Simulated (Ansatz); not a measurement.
Group exchange: C3H9BO2 + CH4S2Zn → C2H7BO2 + C2H6S2Zn

Gas-phase species: C3H9BO2 `CCB(O)OC`, singlet; CH4S2Zn `C[S][Zn][SH]`, singlet; C2H7BO2 (ethylboronic acid) `CCB(O)O`, singlet; C2H6S2Zn `C[S][Zn][S]C`, singlet. The partners trade CH3 for H: O–CH3 and S–H bonds give way to O–H and S–CH3.

Shapes, held fixed at every level: PBE0-D4/def2-TZVP. Flexible molecules stand in one conformer, not always the lowest. Programs: Ansatz 0.2.0. Electronic energies: no zero-point or thermal term.

| level | kind | ΔE (kJ/mol) |
| --- | --- | --- |
| HF/def2-TZVPP | Hartree–Fock | -17.3 |
| PBE-D4/def2-TZVPP | GGA | -31.9 |
| r2SCAN-D4/def2-TZVPP | meta-GGA | -29.3 |
| B3LYP-D4/def2-TZVPP | global hybrid | -25.6 |
| PBE0-D4/def2-TZVPP | global hybrid | -30.5 |
| wB97X-V/def2-TZVPP | range-separated hybrid | -24.4 |
| wB97M-V/def2-TZVPP | range-separated hybrid | -26.8 |

wB97M-V/def2-TZVPP gives ΔE = -26.8 kJ/mol; the levels span -31.9 to -17.3. The median of the levels is -26.8. No measured value is set beside it here. Relativity is left out for Zn.
